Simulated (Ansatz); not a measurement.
Program: Ansatz. Geometries: PBE0-D4/def2-TZVP. ΔE: electronic, gas phase. CBS: MP2 limit from def2 TZ/QZ plus the TZ coupled-cluster correction, frozen cores. This one scheme is used for every species. Functionals use def2-TZVPP.

Reaction (hydrogenolysis of the Si–Si bond): `B[SiH]([SiH3])Cl` + H₂ → `B[SiH2]Cl` + SiH₄

`B[SiH]([SiH3])Cl`:

Z-matrix (Å, degrees):
```
Si
Si 1 2.353
Cl 1 2.073 2 107.5
B 1 1.990 2 107.4 3 123.1
H 1 1.489 2 108.3 3 -115.5
H 2 1.488 1 109.7 3 174.7
H 2 1.486 1 110.0 3 -65.4
H 2 1.486 1 109.3 3 54.6
H 4 1.193 1 123.0 2 -104.1
H 4 1.197 1 118.3 2 71.4
```

H₂:

Cartesian coordinates in Å:
```
H 0.056 -0.180 -0.322
H -0.056 0.180 0.322
```

`B[SiH2]Cl`:

```xyz
7

B     1.072   -0.558    0.254
Si   -0.647    0.337   -0.251
Cl   -1.800    0.894    1.369
H     1.795   -0.925   -0.626
H     1.414   -0.741    1.383
H    -0.362    1.567   -1.039
H    -1.471   -0.574   -1.090
```

SiH₄:

```xyz
5

Si    0.000    0.000    0.000
H    -0.087    0.190   -1.470
H     0.661   -1.297    0.293
H    -1.366    0.001    0.581
H     0.792    1.105    0.596
```

| level | ΔE (eV) |
| --- | --- |
| PBE0-D4 | -0.04 |
| PBE-QIDH | -0.14 |
| BLYP | -0.21 |
| r2SCAN | -0.07 |
| r2SCANh | -0.09 |
| r2SCAN0 | -0.13 |
| CCSD(T)/def2-TZVPP | -0.18 |
| CCSD/CBS(def2) | -0.20 |

Question: What does CCSD(T)/CBS give? (An estimate is asked.)

Answer: The calculation gave: -0.14 eV. The listed levels differ from it by 0.10, 0.00, -0.07, 0.07, 0.05, 0.01, -0.04, -0.06 eV.

Largest T1 diagnostic among the species: 0.012.

The D4 term adds +0.12 eV with B3LYP and +0.07 eV with PBE0; it sums over pairs of atoms, weighted by their polarisabilities, and B3LYP, whose exchange is more repulsive, gets the larger term. From BLYP to BHLYP (50 % exact exchange), in def2-TZVPP and without D4, ΔE moves by −0.13 eV. In def2-TZVPP, CCSD(T) changes the Hartree–Fock value by +0.34 eV (the triples alone add +0.06 eV) and MP2 by +0.35 eV.

B3LYP here is the variant with VWN-RPA as its local correlation; programs differ in this.
